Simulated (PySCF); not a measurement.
Compound: C₄H₈BFO₂.
Structure used (PBE0-D3(BJ)/def2-SVP), in Å, numbered top down from 1:
```xyz
16
C4H8BFO2 angstrom
C      2.050    0.494   -0.629
C      1.066   -0.251    0.256
C     -0.322   -0.342   -0.349
O     -0.845    0.960   -0.599
B     -1.888    1.158    0.247
O     -2.162    0.057    1.021
C     -1.361   -0.989    0.582
F     -2.130   -1.881   -0.105
H      2.199   -0.029   -1.586
H      1.680    1.505   -0.854
H      3.031    0.589   -0.142
H      1.420   -1.278    0.450
H      0.986    0.243    1.240
H     -0.298   -0.901   -1.299
H     -2.500    2.184    0.330
H     -0.928   -1.523    1.444
```

Computed with TDDFT PBE0/def2-SVPD, vertical, gas phase, core orbitals frozen in the response in PySCF.

Transition dipole moments from the ground state, in atomic units and in the frame of the coordinates above (overall signs are arbitrary), for the states with f of 0.002 or more among the lowest 7:

```tsv
state	E (hartree)	μx	μy	μz
S1	0.3014	-0.516	0.032	0.294
S2	0.3089	0.106	-0.049	0.138
S3	0.3095	0.056	-0.166	0.094
S4	0.3254	0.246	-0.134	0.052
S5	0.3262	-0.103	0.001	-0.044
S6	0.3336	-0.004	0.071	-0.270
S7	0.3364	-0.136	0.219	0.035
```

(1) What oscillator strength does each state have?

(2) Which bond between heavy atoms lies closest to the direction of the S1 transition dipole?

(3) What angle do the transition dipoles of S1 and S6 make?

(4) How is the summed strength of these states shared among x, y and z?

(5) What peak molar absorption coefficient would the strongest computed level give as a lone Gaussian band 0.4 eV wide at half height?

Results:

(1) f = (2/3) ΔE |μ|² with ΔE in hartree (27.2114 eV).

| state | \|μ\|² (au) | \|μ\| (D) | f |
| --- | --- | --- | --- |
| S1 | 0.353 | 1.51 | 0.071 |
| S2 | 0.033 | 0.46 | 0.007 |
| S3 | 0.040 | 0.51 | 0.008 |
| S4 | 0.081 | 0.72 | 0.018 |
| S5 | 0.013 | 0.28 | 0.003 |
| S6 | 0.078 | 0.71 | 0.017 |
| S7 | 0.068 | 0.66 | 0.015 |

(2) O4–B5, at 11° from it; next C3–C7 at 30°.

(3) |cos θ| = |μa·μb| / (|μa| |μb|) = 0.45, so θ ≈ 63° (taken between 0 and 90°, since the signs are arbitrary).

(4) (2/3) Σ ΔE μα² gives 0.076 for x, 0.022 for y and 0.041 for z, 0.139 in all.

(5) ε(max) = 2.175×10⁸ f / FWHM, with the width in cm⁻¹. S1: 2.175×10⁸ × 0.0710 / 3226 ≈ 4800 L mol⁻¹ cm⁻¹.

All these states lie below the vertical ionisation energy of 11.00 eV (ΔSCF).

The run took 4.6 min on an Arm Neoverse V1 with one thread (shared host), and the process peaked at 1.1 GiB of memory.

One conformer stands for the species.

Without π bonds the low states may be Rydberg-like; a valence basis with one diffuse set may place them up to an eV too high.
